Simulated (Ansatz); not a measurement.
C2H6B, doublet, at a GFN2-xTB geometry. Base run: PBE/def2-SV(P) (Ansatz, an electronic-structure program).

Geometry (Å):
```xyz
9

C      1.3775    -0.0845     0.1405
B      0.0265     0.2952    -0.5458
C     -1.3864    -0.0152     0.0438
H      1.6084    -1.1172    -0.1303
H      2.2404     0.5107    -0.1572
H      1.3188    -0.0546     1.2318
H     -1.4086    -0.9456     0.6175
H     -2.1997    -0.0578    -0.6802
H     -1.6381     0.7865     0.7418
```
Charge 0, spin multiplicity 2.
Orbitals are unrestricted.
All else is at Ansatz's defaults.
Base energy -104.33946 Eh.

Variants of this job, named by their change:

| change | ΔE vs base (mEh) |
|---|---|
| base | 0.000 |
| final_grid = 6, 12, 29 | -0.001 |
| lower_state_search = light | 0.000 |
| lower_state_search = full | 0.000 |
| accuracy = high | 0.003 |
| final_grid = 10, 20, 41 | 0.001 |
| final_grid = 14, 28, 59 | 0.001 |
| point_charge = charge:1.0 position_ang:1.6143, 4.3966, 2.5693 | -0.555 |
| point_charge = charge:0.5 position_ang:-3.0385, -0.2196, 4.5355 | 0.934 |
| point_charge = charge:-1.0 position_ang:2.6903, -4.1077, -2.096 | -3.881 |
| forces = on | 0.000 |
